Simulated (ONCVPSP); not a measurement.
## H: from the effect back to the setting (ONCV)

Base potential:

ONCVPSP 4.0.1 input, shortened (lines: element, Z, core and valence counts, functional; n l f; lmax; l rc ep ncon nbas qcut; lloc lpopt rc5 dvloc0; l nproj debl; icmod fcfact rcfact), PBE, non-relativistic:

```
  H 1.00    0    1        4      upf
    1    0    1.00
    1
    0    0.75    0.00    4    9    8.90
    1    0.60    0.05    4    7   14.00
    1    5    0.60    0.00
    0    2    0.80
    1    0    0.80
    0    0.00    0.00
```

Cutoffs, loose and tight: the cutoffs (Ha) at which the residual kinetic energy of the hardest occupied pseudo-wave falls to 1 and 0.1 mHa per electron. They do not see the model core or the augmentation charge, which bear on the density cutoff. Test errors are all-electron minus pseudo excitation energies from the reference, over the configurations 1s0.5; variants that change the core or the reference have their own tests.

Only the scale of all radii (base = 1) is moved:

```
scale of all radii (base = 1)  cutoff, loose  cutoff, tight  bound ghosts
                         0.77          30 Ha          99 Ha          none
                         0.89          27 Ha          47 Ha          none
                         0.96          25 Ha          40 Ha          none
                         1.04          23 Ha          37 Ha          none
                          1.1          23 Ha          34 Ha          none
                         1.16          22 Ha          33 Ha          none
                         1.17          22 Ha          32 Ha          none
                         1.26          20 Ha          30 Ha          none
                         1.33          20 Ha          29 Ha          none
```

Task: One more run gave cutoff, loose: 29 Ha; cutoff, tight: 72 Ha; bound ghosts: none. Which value of the scale of all radii (base = 1) was used?

Result: 0.83. The tight cutoff moves one way along this sweep, from 99 Ha at 0.77 to 29 Ha at 1.33, which places the run between 0.77 and 0.89.
